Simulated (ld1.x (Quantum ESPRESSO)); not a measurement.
Results of a calculation; reference values are marked as such.
**Potentials for tungsten compared**

Generated with ld1.x 7.5 (TM, RRKJ, ultrasoft, PAW), atompaw 4.2 or ONCVPSP 4.0.1. The cutoff is in Ry: for ld1.x and atompaw files where the sum of valence levels is converged to 10 mRy in a Bessel basis, for ONCV files where the hardest occupied wave has 1 mHa per electron of residual kinetic energy. The error is the largest all-electron minus pseudo excitation energy over each file’s own four to seven test configurations (ionisations up to +4, promotions, holes and added fractions of an electron), all of which were solved. The labels leave out finer settings (local radius, basis sizes, second energies), which also bear on the numbers. Spin-polarised tests are not counted. The rows are a selection from randomly drawn settings: files with unsolved tests, undetermined cutoffs or missed reference levels are left out.

| potential | cutoff (Ry) | largest error (meV) | bound ghosts |
| --- | --- | --- | --- |
| TM, PBEsol, scalar-relativistic, rc 2.50/4.15/1.85 (spd), local s, core correction yes, reference 5d5 6s1 6p0 | 30 | -410 | none |
| TM, PBE, fully relativistic, rc 2.35/3.50/1.65 (spd), local s, core correction yes, reference 5d4 6s1.75 6p0.25 | 30 | -712 | none |
| TM semilocal, PBEsol, non-relativistic, rc 2.45/1.80/1.85 (spd), local d, core correction yes, reference 5p6 5d4 6s0.5 6p0 | 40 | +210 | none |
| TM semilocal, LDA (PZ), scalar-relativistic, rc 2.20/3.65/2.50 (spd), local s, core correction no, reference 5d4 6s1 6p0 | 30 | +59 | none |

**Question.** Fill in the row for W: TM semilocal, PBE, non-relativistic, rc 1.35/1.90/1.85 (spd), local d, core correction yes, reference 5s2 5p6 5d4 6s0 6p0.

**Answer.** cutoff 80 Ry, largest error +400 meV, bound ghosts: none.

**Question.** Fill in the row for W: TM semilocal, PBEsol, non-relativistic, rc 2.25/4.05/2.20 (spd), local d, core correction no, reference 5d4 6s2 6p0.

**Answer.** cutoff 30 Ry, largest error +33 meV, bound ghosts: none.

**Question.** Fill in the row for W: TM, PBE, scalar-relativistic, rc 1.55/1.50/2.05/1.95 (spdf), local p, core correction yes, reference 5s2 5p6 5d3 6s0 6p0.

**Answer.** cutoff 80 Ry, largest error +4537 meV, bound ghosts: none.
